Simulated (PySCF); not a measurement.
C6H11OP.
Numbering: `[CH3:1][C:2]1=[C:3]([CH3:4])[CH2:5][PH:6](=[O:7])[CH2:8]1`

Structure used (GFN2-xTB), in Å, numbered top down from 1:
```
atom  x, y, z in Å
C1     2.1631    0.2305    0.2312
C2     0.7338   -0.1435    0.0041
C3    -0.3158    0.6727   -0.0899
C4    -0.3246    2.1638    0.0126
C5    -1.6475    0.0121   -0.3431
P6    -1.3558   -1.7238    0.1584
O7    -2.1312   -2.7924   -0.4740
C8     0.4439   -1.6145   -0.1575
H9     2.5121   -0.1839    1.1773
H10    2.7839   -0.1880   -0.5609
H11    2.3078    1.3059    0.2535
H12   -0.9129    2.4737    0.8765
H13    0.6749    2.5747    0.1127
H14   -0.7899    2.5934   -0.8745
H15   -1.9051    0.0158   -1.4087
H16   -2.4648    0.4917    0.1982
H17   -1.4523   -1.6899    1.5511
H18    0.6283   -1.9519   -1.1841
H19    1.0421   -2.2371    0.5098
```

Probes without a nucleus sit at each ring's centroid and 1 Å off its mean plane on both sides; NICS is minus the shielding there, NICSzz its component along the normal. Level: GIAO PBE0/pcSseg-1 (PySCF, non-relativistic, gas phase) on the GFN2-xTB geometry, one conformer.

Ring bond lengths (Å), with Mayer bond orders in brackets: C2–C3 1.333 (1.74), C3–C5 1.508 (1.04), C5–P6 1.830 (0.90), P6–C8 1.830 (0.90), C8–C2 1.508 (1.04).

Question: What do the NICS probes read (ppm)?

Answer: 
| ring | type | NICS(0) | NICS(1), two faces | NICS(1)zz, two faces | rms pucker (Å) | centre to ring atoms, mean (Å) |
| --- | --- | --- | --- | --- | --- | --- |
| C2–C3–C5–P6–C8 | 5-membered ring with P; formal bonds 1 double, 4 single | -3.2 | -6.4 / -1.6 | -3.3 / 2.5 | 0.15 | 1.34 |

Question: What do they say, and how far can they be read as aromaticity?

Answer: 
- C2–C3–C5–P6–C8: mean NICS(1)zz -0.4 ppm, near zero. C5, P6, C8 have four or more neighbours, so the value isn't read as a sign of a π ring current. The two faces differ by 5.8 ppm, so no symmetry operation interchanges them.

Question: What field does 14.1 T along the ring normal induce along that normal at the first NICS(1) probe listed for ring C2–C3–C5–P6–C8, 1 Å off the ring?

Answer: NICSzz × B0 = -3.3 ppm × 14.1 T = -47 μT, against the applied field.

Question: List the ring angles and the Hirshfeld charges of the ring atoms.

Answer: 
- C2–C3–C5–P6–C8: C2 116.0° (-0.002 e), C3 116.0° (-0.002 e), C5 103.2° (-0.119 e), P6 93.0° (+0.411 e), C8 103.2° (-0.119 e); sum 531.5° against 540° for a flat convex ring.

The run took 50 s of wall time on one thread, AMD EPYC 7R43 (x86_64), shared host with 256 logical CPUs at a one-minute load of 127, and the process peaked at 0.90 GiB of memory. This is the whole shielding run at PBE0/pcSseg-1, SCF included.
